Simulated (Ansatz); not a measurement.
Ge2Te3, 5 atoms. Hardware: 4 threads of Arm Neoverse V1 on a shared host.

In the def2 sets Te takes a core potential; there is no spin–orbit coupling. Correlated methods freeze 30 core orbitals; core or outer-core shells of Ge, Te are correlated, in sets that lack core-valence functions.

(1) How many basis functions does each of these Ansatz runs have, and roughly what does it cost? CCSD(T)/def2-SVP, charge 0 singlet, energy, from earlier orbitals; MP2/def2-TZVP, charge 0 singlet, energy, from earlier orbitals; PBE0-D4/def2-TZVP, charge 0 singlet, energy, from earlier orbitals; r2SCAN-D4/def2-TZVP, charge 0 singlet, energy, from earlier orbitals; PBE0-D4/def2-SVP, charge 0 singlet, energy, from earlier orbitals; BHLYP-D4/def2-TZVP, charge 0 singlet, energy, from earlier orbitals; revPBE-D4/def2-TZVP, charge 0 singlet, energy, from earlier orbitals; PBE-D4/def2-TZVP, charge 0 singlet, energy and forces, from earlier orbitals; HF/STO-3G, charge 0 singlet, energy; B3LYP-D4/def2-SVP, charge 0 singlet, relaxation, 9 steps; PBE-D4/def2-SVP, charge 0 singlet, energy, from earlier orbitals; CAM-B3LYP-D4/def2-TZVP, charge 0 singlet, energy, from earlier orbitals.

Answers

(1) Other jobs shared the machine, so times can vary by a factor of up to 3. A dash marks memory too small to be measured apart from the calling script's.

| run | functions | fitting or Cholesky vectors | wall time | peak host memory (GiB) |
| --- | --- | --- | --- | --- |
| PBE-D4/def2-SVP, charge 0 singlet, energy, from earlier orbitals | 142 | 1662 | 2.3 s | – |
| HF/STO-3G, charge 0 singlet, energy | 117 | 1210 | 2.7 s | – |
| revPBE-D4/def2-TZVP, charge 0 singlet, energy, from earlier orbitals | 246 | 1874 | 4.2 s | – |
| PBE0-D4/def2-SVP, charge 0 singlet, energy, from earlier orbitals | 142 | 1631 | 4.7 s | – |
| PBE-D4/def2-TZVP, charge 0 singlet, energy and forces, from earlier orbitals | 246 | 1874 | 5.5 s | – |
| r2SCAN-D4/def2-TZVP, charge 0 singlet, energy, from earlier orbitals | 246 | 1874 | 10 s | – |
| MP2/def2-TZVP, charge 0 singlet, energy, from earlier orbitals | 246 | 2080 | 13 s | 0.97 |
| PBE0-D4/def2-TZVP, charge 0 singlet, energy, from earlier orbitals | 246 | 2116 | 13 s | 1.4 |
| CAM-B3LYP-D4/def2-TZVP, charge 0 singlet, energy, from earlier orbitals | 246 | 2026 | 13 s | 1.2 |
| BHLYP-D4/def2-TZVP, charge 0 singlet, energy, from earlier orbitals | 246 | 2435 | 15 s | 1.5 |
| B3LYP-D4/def2-SVP, charge 0 singlet, relaxation, 9 steps | 142 | 1797 | 39 s | – |
| CCSD(T)/def2-SVP, charge 0 singlet, energy, from earlier orbitals | 142 | 1631 | 60 s | 1.2 |
